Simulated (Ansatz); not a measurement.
System: sum formula LaOH (charge 0, singlet). 
Structure (B3LYP-D3(BJ)/def2-TZVP (Ansatz, a first-principles code) minimum search):
```xyz
3

La     0.0000     0.0000    -0.3004
O      0.0000     0.0000     1.7961
H      0.0000     0.0000     2.7541
```
Charge 0, spin multiplicity 1.

Quantity: vertical ionisation energy (to the doublet state of charge +1; each state is the SCF solution reached for its spin; for the singlet the Hartree-Fock reference is unstable and T1 is 0.020), in eV. Cores are frozen in the correlated levels unless marked. UHF or UKS for open shells. No spin-orbit coupling. The frozen core is the preceding noble-gas configuration, with the filled d and f shells of earlier blocks. In def2 rows, elements after Kr have scalar-relativistic effective core potentials. CBS(X,Y): correlation extrapolated as X^-3; Hartree-Fock from the larger set.

| level | program | vertical ionisation energy (eV) | minus last row |
|---|---|---|---|
| SVWN5/def2-TZVPD | Ansatz | 5.69 | 0.41 |
| PBE/def2-TZVPD | Ansatz | 5.38 | 0.10 |
| r2SCAN/def2-TZVPD | Ansatz | 4.98 | -0.30 |
| B3LYP/def2-TZVPD | Ansatz | 5.49 | 0.21 |
| PBE0/def2-TZVPD | Ansatz | 5.23 | -0.05 |
| BHLYP/def2-TZVPD | Ansatz | 5.22 | -0.06 |
| CAM-B3LYP/def2-TZVPD | Ansatz | 5.39 | 0.11 |
| wB97M-V/def2-TZVPD | Ansatz | 5.40 | 0.12 |
| wB97X-V/def2-TZVPD | Ansatz | 5.17 | -0.11 |
| CCSD/def2-SVPD | Ansatz | 5.24 | -0.04 |
| CCSD/def2-TZVPPD | Ansatz | 5.23 | -0.05 |
| CCSD/def2-QZVPPD | Ansatz | 5.24 | -0.04 |
| CCSD/CBS(def2-TZVPPD,def2-QZVPPD) | Ansatz | 5.24 | -0.04 |
| CCSD(T)/def2-SVPD | Ansatz | 5.27 | -0.01 |
| CCSD(T)/def2-TZVPPD | Ansatz | 5.27 | -0.01 |
| CCSD(T)/def2-QZVPPD | Ansatz | 5.28 | 0.00 |
| CCSD(T)/CBS(def2-TZVPPD,def2-QZVPPD) | Ansatz | 5.28 | 0.00 |
